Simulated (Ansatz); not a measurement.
Si47H50, a nanocrystal cut from cubic silicon. The state is a singlet with charge 0. Geometry r2SCAN-D4/def2-SVP; atoms count from 1.

```xyz
97

Si    4.687    2.926   -0.970
Si    1.074    5.052   -0.044
Si    2.789    1.523   -3.980
Si   -0.445    3.412   -3.165
Si    2.885    2.757    2.517
Si    4.406   -0.808   -1.365
Si    2.830   -1.111    2.110
Si   -0.361    4.622    3.425
Si   -2.067    3.042    0.326
Si   -0.395    0.806    2.956
Si    1.198    1.165   -0.520
Si   -0.513   -0.419   -3.596
Si    1.096   -2.680   -0.977
Si   -2.110   -0.753   -0.116
Si    2.862   -2.208   -4.482
Si   -0.814   -4.323   -3.978
Si   -5.413    1.012    0.610
Si   -3.747    1.510   -2.766
Si   -3.868   -2.280   -3.160
Si    1.238   -1.451    5.609
Si   -3.714   -1.237    3.323
Si   -0.482   -3.021    2.527
Si   -2.242   -4.573   -0.498
Si    4.921    3.048    1.372
Si    1.649    4.738    2.216
Si    3.241    1.215   -1.689
Si   -0.033    3.145   -0.864
Si    1.610    3.533   -4.303
Si    1.521   -0.297   -4.778
Si   -1.708    1.583   -3.942
Si    1.644    0.897    1.772
Si    3.259   -1.378    4.407
Si    0.047    0.544    5.250
Si    4.848   -1.213    0.908
Si    3.122   -2.606   -2.177
Si    1.539   -2.923    1.328
Si   -1.605    2.797    2.621
Si   -3.331    1.227   -0.464
Si   -1.668   -1.016    2.182
Si   -5.283    0.464    2.895
Si   -0.076   -0.665   -1.298
Si   -1.826   -2.229   -4.339
Si   -0.222   -4.492   -1.707
Si   -3.410   -2.564   -0.867
Si   -5.044   -0.284   -3.560
Si   -0.022   -3.274    4.820
Si   -1.751   -4.855    1.782
H     4.224    4.250   -1.491
H     6.033    2.650   -1.573
H     2.275    5.392   -0.869
H     0.112    6.199   -0.140
H     4.092    1.569   -4.728
H    -1.229    4.677   -3.370
H     3.172    2.601    3.983
H     5.688   -0.728   -2.145
H    -1.147    5.885    3.242
H    -0.088    4.443    4.888
H    -2.815    4.323    0.085
H     4.221   -1.908   -5.041
H     2.319   -3.394   -5.213
H     0.353   -4.553   -4.883
H    -1.838   -5.381   -4.269
H    -6.201    2.275    0.433
H    -6.161   -0.090   -0.079
H    -4.477    2.808   -2.962
H    -4.663   -3.457   -3.649
H     1.522   -1.623    7.075
H    -3.464   -1.341    4.797
H    -4.321   -2.533    2.874
H    -3.060   -5.723   -1.013
H     5.454    4.405    1.727
H     5.924    2.035    1.824
H     2.480    5.894    2.694
H     2.410    4.697   -3.803
H     1.364    3.730   -5.769
H     1.218   -0.092   -6.235
H    -1.976    1.733   -5.413
H     4.110   -0.241    4.886
H     4.020   -2.652    4.618
H     0.848    1.712    5.741
H    -1.249    0.521    6.003
H     5.873   -0.274    1.461
H     5.379   -2.609    1.050
H     3.867   -3.890   -1.949
H     2.313   -4.192    1.551
H    -2.889    2.702    3.391
H    -4.955    1.683    3.697
H    -6.631   -0.023    3.341
H    -2.116   -2.038   -5.801
H     0.545   -5.761   -1.465
H    -4.698   -2.578   -0.093
H    -5.261   -0.131   -5.036
H    -6.384   -0.311   -2.891
H     0.746   -4.545    5.024
H    -1.311   -3.383    5.578
H    -0.941   -6.103    1.967
H    -3.002   -4.987    2.595
```

Single mean-field runs in def2-SVP are fitted with def2-universal-jkfit.

Estimate the Mulliken populations of the heavy atoms from the PBE0/def2-SVP orbitals of Ansatz.


```csv
atom,charge (e)
Si1,0.12
Si2,0.14
Si3,-0.01
Si4,0.01
Si5,-0.01
Si6,0.00
Si7,-0.23
Si8,0.14
Si9,0.09
Si10,-0.16
Si11,-0.03
Si12,-0.18
Si13,-0.17
Si14,-0.09
Si15,0.11
Si16,0.11
Si17,0.13
Si18,0.00
Si19,-0.05
Si20,-0.11
Si21,0.13
Si22,-0.24
Si23,-0.04
Si24,0.09
Si25,-0.09
Si26,-0.22
Si27,-0.21
Si28,0.14
Si29,0.01
Si30,0.04
Si31,-0.10
Si32,0.16
Si33,0.16
Si34,0.16
Si35,0.01
Si36,0.12
Si37,-0.01
Si38,-0.21
Si39,-0.13
Si40,0.05
Si41,-0.04
Si42,0.00
Si43,-0.01
Si44,0.01
Si45,0.13
Si46,0.16
Si47,0.18
```
Mulliken values depend strongly on the basis.

And the Mayer bond orders between heavy atoms (over 0.3, the first 40 of 69)?

Si1–Si24 0.95 (2.36 Å); Si1–Si26 0.93 (2.35 Å); Si2–Si25 0.94 (2.35 Å); Si2–Si27 0.93 (2.35 Å); Si3–Si26 0.92 (2.36 Å); Si3–Si28 0.94 (2.35 Å); Si3–Si29 0.93 (2.36 Å); Si4–Si27 0.93 (2.35 Å); Si4–Si28 0.94 (2.35 Å); Si4–Si30 0.94 (2.35 Å); Si5–Si24 0.94 (2.35 Å); Si5–Si25 0.93 (2.35 Å); Si5–Si31 0.91 (2.36 Å); Si6–Si26 0.92 (2.36 Å); Si6–Si34 0.95 (2.35 Å); Si6–Si35 0.93 (2.35 Å); Si7–Si31 0.92 (2.36 Å); Si7–Si32 0.93 (2.35 Å); Si7–Si34 0.93 (2.35 Å); Si7–Si36 0.93 (2.36 Å); Si8–Si25 0.94 (2.35 Å); Si8–Si37 0.94 (2.35 Å); Si9–Si27 0.93 (2.36 Å); Si9–Si37 0.94 (2.35 Å); Si9–Si38 0.93 (2.35 Å); Si10–Si31 0.93 (2.36 Å); Si10–Si33 0.92 (2.35 Å); Si10–Si37 0.93 (2.35 Å); Si10–Si39 0.93 (2.35 Å); Si11–Si26 0.91 (2.35 Å); Si11–Si27 0.92 (2.36 Å); Si11–Si31 0.93 (2.35 Å); Si11–Si41 0.93 (2.36 Å); Si12–Si29 0.92 (2.36 Å); Si12–Si30 0.92 (2.36 Å); Si12–Si41 0.91 (2.35 Å); Si12–Si42 0.92 (2.36 Å); Si13–Si35 0.92 (2.36 Å); Si13–Si36 0.93 (2.36 Å); Si13–Si41 0.92 (2.35 Å).
